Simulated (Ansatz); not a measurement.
## What each rung costs, and what it gives

Saddle point of Si₂H₇OF, closed shell (Si₂H₅OF ([F][SiH2][O][SiH3]) + H₂ → Si₂H₆O ([SiH3][O][SiH3]) + HF; bonds formed: Si1–H8, F2–H7; bonds broken: Si1–F2, H7–H8), PBE0-D4/def2-TZVP structure:

```xyz
11
angstrom
Si -0.2019 0.0350 1.2633
F 0.5183 -1.5284 0.2811
O -0.3200 0.8467 -0.1343
Si -0.2764 0.5275 -1.7543
H -0.0990 1.1434 2.2501
H -1.3025 -0.8396 1.7092
H 1.1874 -1.1077 1.1938
H 1.3016 -0.4511 1.8944
H -1.1575 -0.6178 -2.0885
H 1.1153 0.2424 -2.1784
H -0.7652 1.7497 -2.4366
```

Barriers are electronic and count from the start structure reached by relaxing down the imaginary mode.

Program: Ansatz 0.2.0. Basis: as named in each row. Cores are frozen in the correlated methods. B3LYP uses VWN-RPA correlation. Extrapolation: Hartree–Fock as exp(−7.88 √X), correlation as X^−2.97.

Times are rough, for one single point on 4 threads of a shared host (Arm Neoverse V1).

The estimate by CCSD(T) at an estimated basis limit (MP2 extrapolated from triple and quadruple zeta, plus CCSD(T) − MP2 in triple zeta) is 263.3 kJ/mol.

```
      method       basis  time (s)  barrier (kJ/mol)  method less estimate
          HF      STO-3G   under 1             405.3                 141.9
      PBE-D4      STO-3G   under 1             218.9                 -44.5
       SPW92    def2-SVP   under 1             164.3                 -99.0
    B3LYP-D4       6-31G   under 1             240.3                 -23.1
      PBE-D4    def2-SVP   under 1             196.4                 -66.9
     PBE0-D4    def2-SVP   under 1             216.8                 -46.6
       SPW92  def2-TZVPP         1             183.7                 -79.6
      PBE-D4  def2-TZVPP         2             217.7                 -45.6
     BLYP-D4  def2-TZVPP         2             240.7                 -22.7
    BHLYP-D4  def2-TZVPP         2             276.0                  12.7
    B3LYP-D4  def2-TZVPP         2             253.9                  -9.4
     PBE0-D4  def2-TZVPP         3             237.5                 -25.8
CAM-B3LYP-D4  def2-TZVPP         3             255.5                  -7.8
     CCSD(T)    def2-SVP         3             251.9                 -11.5
     wB97M-V    def2-SVP         3             225.3                 -38.0
   r2SCAN-D4  def2-TZVPP         4             237.7                 -25.6
  r2SCAN0-D4  def2-TZVPP         4             250.6                 -12.7
  RPA on PBE  def2-TZVPP         4             261.5                  -1.8
      B2PLYP  def2-TZVPP         5             260.4                  -2.9
    PBE-QIDH  def2-TZVPP         5             254.5                  -8.9
     wB97X-V  def2-TZVPP         6             253.4                  -9.9
      B97M-V  def2-TZVPP         8             251.0                 -12.3
     wB97M-V  def2-TZVPP         8             250.5                 -12.9
         MP2  def2-QZVPP        19             262.7                  -0.6
     CCSD(T)  def2-TZVPP       120             263.4                   0.1
```

All methods are single points on the PBE0-D4 structures.

No T1 diagnostic of these runs exceeds 0.013.

Labels in which every atom is bracketed show which atoms are joined, not bond orders.
